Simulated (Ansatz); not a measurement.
Cl2FH3O3W (`[OH][W]([OH])([OH])([F])([Cl])[Cl]`). Charge 0, multiplicity 1. Correlated methods include outer-core shells of W, which these sets cover unevenly. W takes the def2 core potential.

```xyz
10

O     1.219   -1.386    0.204
W    -0.034   -0.065   -0.107
O    -1.444   -0.839    0.834
O     1.053    1.071   -1.108
F    -1.226    1.406   -0.194
Cl   -0.752   -1.094   -2.042
Cl    0.774    0.906    1.886
H     1.871   -1.541    0.890
H    -2.286   -0.419    1.028
H     0.824    1.960   -1.391
```

Q: Give the diagnostics of a CCSD(T)/def2-TZVPP run (frozen core, Ansatz 0.2.0). (Best estimate.)

A: The calculation gave: T1 = 0.0219, largest single amplitude 0.085, largest double 0.039, (T) share of the correlation energy 4.8 %, 14 CCSD cycles. The RHF solution is stable towards an unrestricted one. T1 lies over the customary mark of 0.02 for closed shells; compounds of d metals often pass it without a breakdown.
